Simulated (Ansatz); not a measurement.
`C[SiH]([NH])O` radical, relaxed with UKS PBE0-D4/def2-TZVP in Ansatz from a PBE-D4/def2-SVP geometry. The force threshold is 0.005 eV/Å; the program also tests the step.

Total charge 0; spin multiplicity 2.

Start:

```xyz
10

C     0.760   -0.340    1.097
Si   -0.240   -0.114   -0.478
N    -1.589    1.018   -0.347
O     0.840    0.446   -1.633
H     1.137    0.635    1.464
H     0.149   -0.809    1.894
H     1.634   -0.993    0.895
H    -0.871   -1.431   -0.895
H    -2.235    0.770    0.428
H     0.415    0.819   -2.425
```

Question: How much energy does the relaxation release, and in how many steps? (Best estimate.)

Answer: Ansatz gave: 1.35 kcal/mol, in 6 steps.

Question: Which bonds change most? (An estimate is asked.)

Answer: Ansatz gave: Si2–O4 from 1.678 to 1.642 Å; Si2–H8 from 1.519 to 1.496 Å; C1–Si2 from 1.879 to 1.857 Å; Si2–N3 from 1.766 to 1.747 Å.

Question: Give the relaxed structure. (Best estimate.)

Answer: The calculation gave: 
```xyz
10

C     0.754   -0.336    1.086
Si   -0.233   -0.125   -0.474
N    -1.568    0.992   -0.334
O     0.809    0.428   -1.615
H     1.124    0.628    1.442
H     0.151   -0.792    1.874
H     1.616   -0.980    0.895
H    -0.861   -1.413   -0.901
H    -2.216    0.774    0.425
H     0.424    0.825   -2.398
```
